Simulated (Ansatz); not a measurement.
Compare A (`C[B](C)[AlH2]`) with its isomer B (`CC[BH][AlH2]`).

Program: Ansatz. Geometries: PBE0-D4/def2-TZVP. ΔE: electronic, gas phase. CBS: MP2 limit from def2 TZ/QZ plus the TZ coupled-cluster correction, frozen cores. DFT in def2-TZVPP. B3LYP here is the variant with VWN-RPA as its local correlation; programs differ in this. One conformer a species, not always the lowest.

Task: Which isomer does CCSD(T)/CBS put lower? Give the gap. (An estimate is asked.)

Result: The calculation gave: A, by 51.8 kJ/mol.

Task: Give E(B) − E(A) in kJ/mol with B3LYP-D4, ωB97M-V, PBE0-D4, CCSD(T)/def2-TZVPP, PBE-D4, BLYP-D4, MP2/def2-TZVPP. (An estimate is asked.)

Result: The calculation gave: B3LYP-D4 53.3, ωB97M-V 53.3, PBE0-D4 54.5, CCSD(T)/def2-TZVPP 50.7, PBE-D4 55.9, BLYP-D4 53.9, MP2/def2-TZVPP 53.0. None reverses the order clearly.

Task: Does the order hold for the free energy at 298.15 K (harmonic terms from PBE0-D4)? (Estimate.)

Result: The calculation gave: Yes: G(B) − G(A) = +50.0 kJ/mol, for one conformer each. Modes under 60 cm⁻¹, often nearly free rotors, make the harmonic entropy too high.

Largest T1 diagnostic: 0.011.

In def2-TZVPP, CCSD(T) changes the Hartree–Fock value by +5.5 kJ/mol (the triples alone add +1.0 kJ/mol) and MP2 by +7.9 kJ/mol. From BLYP to BHLYP (50 % exact exchange), in def2-TZVPP and without D4, E(B) − E(A) moves by −3.2 kJ/mol.
